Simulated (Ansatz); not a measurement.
`[SiH3]/C=N\[SiH3]` at its PBE0-D4/def2-TZVP geometry, where that method's forces vanish. The species carries charge 0 and has multiplicity 1.

| atom | x (Å) | y (Å) | z (Å) |
| --- | --- | --- | --- |
| Si1 | -0.711 | -1.176 | 1.006 |
| C2 | 0.933 | -0.888 | 0.077 |
| N3 | 1.229 | 0.114 | -0.636 |
| Si4 | 0.269 | 1.526 | -1.001 |
| H5 | -1.823 | -1.212 | 0.020 |
| H6 | -0.655 | -2.457 | 1.755 |
| H7 | -0.940 | -0.046 | 1.945 |
| H8 | 1.700 | -1.675 | 0.171 |
| H9 | -0.088 | 2.258 | 0.247 |
| H10 | -0.983 | 1.140 | -1.709 |
| H11 | 1.069 | 2.415 | -1.874 |

Task: For each bond, give half the difference of the two atoms' forces along it (eV/Å; positive pushes the atoms apart) under PBE-D4, r2SCAN-D4, B3LYP-D4, ωB97M-V in def2-TZVPP. (Best estimate.)

Result: Ansatz gave: 
| bond | length (Å) | PBE-D4 | r2SCAN-D4 | B3LYP-D4 | ωB97M-V |
| --- | --- | --- | --- | --- | --- |
| Si1–C2 | 1.910 | -0.19 | -0.07 | 0.07 | 0.05 |
| Si1–H5 | 1.486 | 0.09 | -0.01 | -0.07 | -0.12 |
| Si1–H6 | 1.485 | 0.05 | -0.04 | -0.08 | -0.09 |
| Si1–H7 | 1.486 | 0.09 | -0.01 | -0.07 | -0.12 |
| C2–N3 | 1.265 | 0.60 | 0.33 | 0.14 | 0.09 |
| C2–H8 | 1.103 | 0.02 | -0.04 | -0.11 | -0.10 |
| N3–Si4 | 1.746 | -0.04 | -0.08 | 0.06 | 0.13 |
| Si4–H9 | 1.490 | 0.06 | -0.01 | -0.07 | -0.12 |
| Si4–H10 | 1.490 | 0.06 | -0.01 | -0.07 | -0.12 |
| Si4–H11 | 1.481 | 0.05 | -0.04 | -0.11 | -0.14 |

B3LYP here is the variant with VWN-RPA as its local correlation; programs differ in this.
